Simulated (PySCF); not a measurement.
## Two-photon absorption: `CC[C@@H](C)C(C)=O`, C₆H₁₂O

Molfile (atoms numbered from 1):
```
C6H12O
     RDKit          3D

 19 18  0  0  0  0  0  0  0  0999 V2000
   -2.0452    0.8406   -0.5685 C   0  0  0  0  0  0  0  0  0  0  0  0
   -1.4484   -0.4098    0.0572 C   0  0  0  0  0  0  0  0  0  0  0  0
   -0.0061   -0.2336    0.5231 C   0  0  1  0  0  0  0  0  0  0  0  0
    0.4963   -1.4603    1.2898 C   0  0  0  0  0  0  0  0  0  0  0  0
    0.9319   -0.0081   -0.6596 C   0  0  0  0  0  0  0  0  0  0  0  0
    2.0841    0.9386   -0.4417 C   0  0  0  0  0  0  0  0  0  0  0  0
    0.7646   -0.5806   -1.7099 O   0  0  0  0  0  0  0  0  0  0  0  0
   -2.0347    1.6888    0.1351 H   0  0  0  0  0  0  0  0  0  0  0  0
   -1.4877    1.1405   -1.4693 H   0  0  0  0  0  0  0  0  0  0  0  0
   -3.0899    0.6753   -0.8717 H   0  0  0  0  0  0  0  0  0  0  0  0
   -1.4675   -1.2362   -0.6714 H   0  0  0  0  0  0  0  0  0  0  0  0
   -2.0590   -0.7290    0.9183 H   0  0  0  0  0  0  0  0  0  0  0  0
    0.0612    0.6442    1.1905 H   0  0  0  0  0  0  0  0  0  0  0  0
   -0.1270   -1.6429    2.1780 H   0  0  0  0  0  0  0  0  0  0  0  0
    0.4514   -2.3536    0.6484 H   0  0  0  0  0  0  0  0  0  0  0  0
    1.5367   -1.3392    1.6292 H   0  0  0  0  0  0  0  0  0  0  0  0
    2.5939    0.7326    0.5120 H   0  0  0  0  0  0  0  0  0  0  0  0
    1.6908    1.9665   -0.3757 H   0  0  0  0  0  0  0  0  0  0  0  0
    2.7927    0.8741   -1.2768 H   0  0  0  0  0  0  0  0  0  0  0  0
  1  2  1  0
  2  3  1  0
  3  4  1  0
  3  5  1  0
  5  6  1  0
  5  7  2  0
  1  8  1  0
  1  9  1  0
  1 10  1  0
  2 11  1  0
  2 12  1  0
  3 13  1  1
  4 14  1  0
  4 15  1  0
  4 16  1  0
  6 17  1  0
  6 18  1  0
  6 19  1  0
M  END
```

The calculation used TDDFT CAM-B3LYP/aug-cc-pVDZ excited states, vertical, gas phase in PySCF 2.14.0. Geometry: PBE0-D3(BJ)/def2-SVP.

**Question.** How strongly do the lowest singlets absorb one photon, and two photons of half the energy?

**Answer.** δ for parallel linear polarisation; σ at the peak of a Lorentzian of half width 0.1 eV, single beam; Ω is circular over linear.
```csv
state,E (eV),f,photon λ (nm),δ (au),σ (GM),Ω,main
S1,4.43,0.000,560,0.17,0.00,1.29,"HOMO→LUMO+3 0.57, HOMO→LUMO+4 0.14"
S2,6.46,0.017,384,127,1.94,0.24,HOMO→LUMO 0.78
S3,7.09,0.006,350,28.4,0.52,1.25,HOMO→LUMO+2 0.80
S4,7.16,0.025,346,32.4,0.61,1.29,"HOMO→LUMO+4 0.61, HOMO→LUMO 0.09"
S5,7.19,0.009,345,77.2,1.46,0.72,"HOMO→LUMO+1 0.70, HOMO→LUMO+3 0.11"
S6,7.83,0.010,317,179,4.01,0.81,"HOMO→LUMO+5 0.47, HOMO→LUMO+7 0.31"
```

Among these, the strongest one-photon state is S4, the strongest two-photon state S6, with a dipole change of 3.4 D (relaxed, norm of the difference vector).
